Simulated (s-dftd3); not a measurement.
Br2Si, charge +1, doublet, geometry from GFN2-xTB (a state made from the parent by changing its charge; the spin is typed, not shown lowest); D3(op) for tpss in s-dftd3.

Input for s-dftd3:
```
$ s-dftd3 mol.xyz --op tpss --json dftd3.json --noedisp --grad

# file mol.xyz
3

Si    -0.01521577    -0.00237586     0.77983544
Br     1.07276535    -1.63797801    -0.14008693
Br    -1.06667904     1.63892835    -0.17184725
```

What the program printed (banner, timings and long lists left out):

```
-----------------------------------
 s i m p l e   D F T - D 3  v1.4.0
-----------------------------------

Optimized power damping: tpss-D3(op)
--------------------
   s6        1.0000
   s8        0.5158
   s9        0.0000
   a1        0.5750
   a1        3.0000
  alp       14.0000
 beta        8.0000
--------------------

Dispersion energy:      -7.0162104589202E-04 Eh

Gradient norm:           2.7247884013868E-04 Eh/a0
--------------------------------------------------
     #    Z           dE/dx      dE/dy      dE/dz
--------------------------------------------------
     1   14 Si    3.022E-07  4.718E-08 -1.549E-05
     2   35 Br   -1.052E-04  1.609E-04  6.183E-06
     3   35 Br    1.049E-04 -1.610E-04  9.303E-06
--------------------------------------------------

Virial:
--------------------------------------------------
      component           x          y          z
--------------------------------------------------
          x      -4.248E-04  6.507E-04 -5.772E-06
          y       6.507E-04 -9.966E-04  9.742E-06
          z      -5.772E-06  9.742E-06 -2.748E-05
--------------------------------------------------

[Info] JSON dump of results written to 'dftd3.json'
```
